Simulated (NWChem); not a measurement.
System: Si$_{2}$HCl$_{4}$, doublet; SMILES Cl[SiH][Si](Cl)(Cl)Cl

Excerpt of the output:

```
             Northwest Computational Chemistry Package (NWChem) 7.3.0
             --------------------------------------------------------

                             Geometry "geometry" -> ""
                             -------------------------

 Output coordinates in angstroms (scale by  1.889725989 to convert to a.u.)

  No.       Tag          Charge          X              Y              Z
 ---- ---------------- ---------- -------------- -------------- --------------
    1 Cl                  17.0000    -0.31295600    -2.98907100     0.01760100
    2 Si                  14.0000     1.09820900    -1.47701900     0.06776500
    3 Si                  14.0000     0.04767800     0.60204600    -0.02832900
    4 Cl                  17.0000    -1.28105700     0.92767100     1.50653700
    5 Cl                  17.0000    -0.95991500     0.79732000    -1.80524400
    6 Cl                  17.0000     1.52970800     2.02634200     0.07000900
    7 H                    1.0000     1.93034400    -1.62421800     1.30166400

 Effective nuclear repulsion energy (a.u.)     683.2497839750

                              NWChem Property Module
                              ----------------------

  itol2e modified to match energy
  convergence criterion.

                                 NWChem DFT Module
                                 -----------------

 Summary of "ao basis" -> "ao basis" (spherical)
 ------------------------------------------------------------------------------
       Tag                 Description            Shells   Functions and Types
 ---------------- ------------------------------  ------  ---------------------
 Cl                          6-31g*                  8       18   4s3p1d
 Si                          6-31g*                  8       18   4s3p1d
 H                           6-31g*                  2        2   2s

  itol2e modified to match energy
  convergence criterion.

            General Information
            -------------------
          SCF calculation type: DFT
          Wavefunction type:  spin polarized.
          No. of atoms     :     7
          No. of electrons :    97
           Alpha electrons :    49
            Beta electrons :    48
          Charge           :     0
          Spin multiplicity:     2
          Use of symmetry is: off; symmetry adaption is: off
          Maximum number of iterations: 150
          AO basis - number of functions:   110
                     number of shells:    50
          Convergence on energy requested:  1.00D-07
          Convergence on density requested:  1.00D-05
          Convergence on gradient requested:  5.00D-04

              XC Information
              --------------
                         PBE0 Method XC Functional
                     Hartree-Fock (Exact) Exchange  0.250
          PerdewBurkeErnzerhof Exchange Functional  0.750
            Perdew 1991 LDA Correlation Functional  1.000 local
           PerdewBurkeErnz. Correlation Functional  1.000 non-local

             Grid Information
             ----------------
          Grid used for XC integration:  fine
          Radial quadrature: Mura-Knowles
          Angular quadrature: Lebedev.
          Tag              B.-S. Rad. Rad. Pts. Rad. Cut. Ang. Pts.
          ---              ---------- --------- --------- ---------
          Cl                  1.00      123          13.0       770
          Si                  1.10      123          11.0       770
          H                   0.35       60          12.0       590
          Grid pruning is: on
          Number of quadrature shells:   798
          Spatial weights used:  Erf1

      Superposition of Atomic Density Guess
      -------------------------------------

 Sum of atomic energies:       -2415.93517845

      Non-variational initial energy
      ------------------------------

 Total energy =   -2417.333703
 1-e energy   =   -4706.006769
 2-e energy   =    1605.423282
 HOMO         =      -0.141747
 LUMO         =       0.029241

   convergence    iter        energy       DeltaE   RMS-Dens  Diis-err
 ---------------- ----- ----------------- --------- --------- ---------
 d= 0,ls=0.0,diis     1  -2419.4731775011 -3.10D+03  8.95D-03  1.91D-01
                                                     8.39D-03  1.86D-01
 d= 0,ls=0.0,diis     2  -2419.4085592095  6.46D-02  5.24D-03  2.83D-01
                                                     5.16D-03  2.81D-01
 d= 0,ls=0.0,diis     3  -2419.5841159977 -1.76D-01  7.61D-04  4.35D-03
                                                     7.17D-04  4.26D-03
 d= 0,ls=0.0,diis     4  -2419.5867991677 -2.68D-03  2.31D-04  2.84D-04
                                                     1.79D-04  2.72D-04
 d= 0,ls=0.0,diis     5  -2419.5869878072 -1.89D-04  7.79D-05  1.45D-05
                                                     6.97D-05  1.19D-05
  Resetting Diis
 d= 0,ls=0.0,diis     6  -2419.5870020179 -1.42D-05  2.54D-05  2.78D-06
                                                     3.09D-05  3.68D-06
 d= 0,ls=0.0,diis     7  -2419.5870052857 -3.27D-06  1.44D-05  3.94D-07
                                                     1.12D-05  2.34D-07
 d= 0,ls=0.0,diis     8  -2419.5870055236 -2.38D-07  5.36D-06  2.15D-07
                                                     6.20D-06  2.83D-07
 d= 0,ls=0.0,diis     9  -2419.5870057079 -1.84D-07  3.29D-06  1.68D-08
                                                     3.25D-06  9.18D-09
 d= 0,ls=0.0,diis    10  -2419.5870057344 -2.65D-08  7.88D-07  1.82D-09
                                                     8.90D-07  2.03D-09

         Total DFT energy =    -2419.587005734425
      One electron energy =    -4707.112231563204
           Coulomb energy =     1758.816456359406
    Exchange-Corr. energy =     -154.541014505673
 Nuclear repulsion energy =      683.249783975045

 Numeric. integr. density =       97.000000282128

                    DFT Final Alpha Molecular Orbital Analysis
                    ------------------------------------------

[...]

          ----------------------
          Hyperfine Interactions
          ----------------------

 Total Spin Density (Fermi Contact Term)
 ------------------ --------------------
     Atom            x         y         z       Density (a.u.)      Aiso(MHz)     Aiso(Gauss)
     1  35-Cl    -0.59140  -5.64853   0.03326       0.029619         12.986833       4.634017
     2  29-Si     2.07531  -2.79116   0.12806       0.553366       -491.792010    -175.483322
     3  29-Si     0.09010   1.13770  -0.05353       0.108927        -96.806823     -34.543023
     4  35-Cl    -2.42085   1.75304   2.84694       0.025025         10.972671       3.915315
     5  35-Cl    -1.81398   1.50672  -3.41142      -0.002219         -0.972806      -0.347121
     6  35-Cl     2.89073   3.82923   0.13230      -0.000281         -0.123072      -0.043915
     7   1-H      3.64782  -3.06933   2.45979       0.009830         43.938163      15.678203

           -------------------------------------------
           Anisotropic Interaction (Spin-Dipolar Term)
           -------------------------------------------

 ------------------------------------------------------------
     Atom            x         y         z
 ------------------------------------------------------------
     1  35-Cl    -0.59140  -5.64853   0.03326

   Spin-Dipolar term (a.u.)
        xx             yy             zz             xy             xz             yz
 ------------------------------------------------------------------------------------------
       0.124905      -0.338431       0.213526      -0.003689      -0.492294      -0.038705

   Principal Comp. of -hf- tensor (au)            Anisotropic -hfcc- (MHz)               Anisotropic -hfcc- (Gauss)
 --------------------------------------------------------------------------------------------------------------------------
     -0.302421    -0.361758     0.664179     -15.827974   -18.933571    34.761545      -5.647805    -6.755957    12.403763

   Orientation of the principal axis of Hyperfine Tensor w.r.t absolute (molecular) frame
 --------------------------------------------------------------------------------------------------------------------------
      0.591652     0.442532    -0.673879
     -0.617590     0.786069    -0.026025
      0.518199     0.431579     0.738383

 ------------------------------------------------------------
     Atom            x         y         z
 ------------------------------------------------------------
     2  29-Si     2.07531  -2.79116   0.12806

   Spin-Dipolar term (a.u.)
        xx             yy             zz             xy             xz             yz
 ------------------------------------------------------------------------------------------
      -0.091918      -0.621339       0.713256      -0.173406      -0.890241       0.267751

   Principal Comp. of -hf- tensor (au)            Anisotropic -hfcc- (MHz)               Anisotropic -hfcc- (Gauss)
 --------------------------------------------------------------------------------------------------------------------------
     -0.666330    -0.673272     1.339602      70.686969    71.423443  -142.110412      25.222826    25.485617   -50.708443

   Orientation of the principal axis of Hyperfine Tensor w.r.t absolute (molecular) frame
 --------------------------------------------------------------------------------------------------------------------------
      0.831230     0.150405    -0.535196
     -0.074701     0.984194     0.160566
      0.550887    -0.093487     0.829327

 ------------------------------------------------------------
     Atom            x         y         z
 ------------------------------------------------------------
     3  29-Si     0.09010   1.13770  -0.05353

   Spin-Dipolar term (a.u.)
        xx             yy             zz             xy             xz             yz
 ------------------------------------------------------------------------------------------
      -0.048167       0.068784      -0.020617      -0.020287       0.034382      -0.081042

   Principal Comp. of -hf- tensor (au)            Anisotropic -hfcc- (MHz)               Anisotropic -hfcc- (Gauss)
 --------------------------------------------------------------------------------------------------------------------------
     -0.041878     0.123820    -0.081942       4.442591   -13.135290     8.692699       1.585224    -4.686990     3.101766

   Orientation of the principal axis of Hyperfine Tensor w.r.t absolute (molecular) frame
 --------------------------------------------------------------------------------------------------------------------------
      0.796834    -0.201280    -0.569685
      0.445213     0.833026     0.328408
      0.408461    -0.515319     0.753397

 ------------------------------------------------------------
     Atom            x         y         z
 ------------------------------------------------------------
     4  35-Cl    -2.42085   1.75304   2.84694

   Spin-Dipolar term (a.u.)
        xx             yy             zz             xy             xz             yz
 ------------------------------------------------------------------------------------------
       0.053282       0.050808      -0.104090      -0.189668      -0.080569       0.080502

   Principal Comp. of -hf- tensor (au)            Anisotropic -hfcc- (MHz)               Anisotropic -hfcc- (Gauss)
 --------------------------------------------------------------------------------------------------------------------------
      0.275858    -0.137496    -0.138362      14.437738    -7.196189    -7.241549       5.151735    -2.567775    -2.583960

   Orientation of the principal axis of Hyperfine Tensor w.r.t absolute (molecular) frame
 --------------------------------------------------------------------------------------------------------------------------
      0.679376     0.728607    -0.087063
     -0.675277     0.574358    -0.462725
     -0.287139     0.373156     0.882217

 ------------------------------------------------------------
     Atom            x         y         z
 ------------------------------------------------------------
     5  35-Cl    -1.81398   1.50672  -3.41142

   Spin-Dipolar term (a.u.)
        xx             yy             zz             xy             xz             yz
 ------------------------------------------------------------------------------------------
      -0.005297      -0.009263       0.014561       0.013825      -0.023465       0.009778

   Principal Comp. of -hf- tensor (au)            Anisotropic -hfcc- (MHz)               Anisotropic -hfcc- (Gauss)
 --------------------------------------------------------------------------------------------------------------------------
     -0.032946     0.002827     0.030119      -1.724308     0.147965     1.576343      -0.615275     0.052798     0.562477

   Orientation of the principal axis of Hyperfine Tensor w.r.t absolute (molecular) frame
 --------------------------------------------------------------------------------------------------------------------------
      0.675513     0.493197    -0.548123
     -0.581512     0.813395     0.015225
      0.453349     0.308456     0.836259

 ------------------------------------------------------------
     Atom            x         y         z
 ------------------------------------------------------------
     6  35-Cl     2.89073   3.82923   0.13230

   Spin-Dipolar term (a.u.)
        xx             yy             zz             xy             xz             yz
 ------------------------------------------------------------------------------------------
       0.002448      -0.020775       0.018328       0.013864      -0.021849      -0.028614

   Principal Comp. of -hf- tensor (au)            Anisotropic -hfcc- (MHz)               Anisotropic -hfcc- (Gauss)
 --------------------------------------------------------------------------------------------------------------------------
     -0.012015    -0.036027     0.048041      -0.628824    -1.885543     2.514367      -0.224380    -0.672808     0.897187

   Orientation of the principal axis of Hyperfine Tensor w.r.t absolute (molecular) frame
 --------------------------------------------------------------------------------------------------------------------------
      0.867237    -0.071143    -0.492786
     -0.163524     0.894138    -0.416865
      0.470276     0.442103     0.763796

 ------------------------------------------------------------
     Atom            x         y         z
 ------------------------------------------------------------
     7   1-H      3.64782  -3.06933   2.45979

   Spin-Dipolar term (a.u.)
        xx             yy             zz             xy             xz             yz
 ------------------------------------------------------------------------------------------
       0.000710      -0.012990       0.012281      -0.005730       0.004932      -0.000907

   Principal Comp. of -hf- tensor (au)            Anisotropic -hfcc- (MHz)               Anisotropic -hfcc- (Gauss)
 --------------------------------------------------------------------------------------------------------------------------
      0.000688    -0.015097     0.014409       0.367282    -8.055161     7.687879       0.131055    -2.874277     2.743222

   Orientation of the principal axis of Hyperfine Tensor w.r.t absolute (molecular) frame
 --------------------------------------------------------------------------------------------------------------------------
      0.857863     0.349391     0.376825
     -0.333403     0.936433    -0.109247
     -0.391042    -0.031916     0.919819
```

Level: PBE0/6-31G* (spherical d), spin-unrestricted, contact and dipolar terms. All runs use the structure optimised with PBE0/def2-SVP, spin-unrestricted. No stability test was run on the SCF state.

Question: Which NWChem input produces such a log?

Answer: One answer among several that fit: the input that was run:
```
start job
memory heap 200 mb stack 900 mb global 1100 mb
geometry units angstroms noautosym nocenter noautoz
  Cl    -0.312956    -2.989071     0.017601
  Si     1.098209    -1.477019     0.067765
  Si     0.047678     0.602046    -0.028329
  Cl    -1.281057     0.927671     1.506537
  Cl    -0.959915     0.797320    -1.805244
  Cl     1.529708     2.026342     0.070009
  H      1.930344    -1.624218     1.301664
end
basis spherical
  * library 6-31g*
end
dft
  odft
  mult 2
  xc pbe0
  iterations 150
end
property
  hyperfine
end
task dft property
```
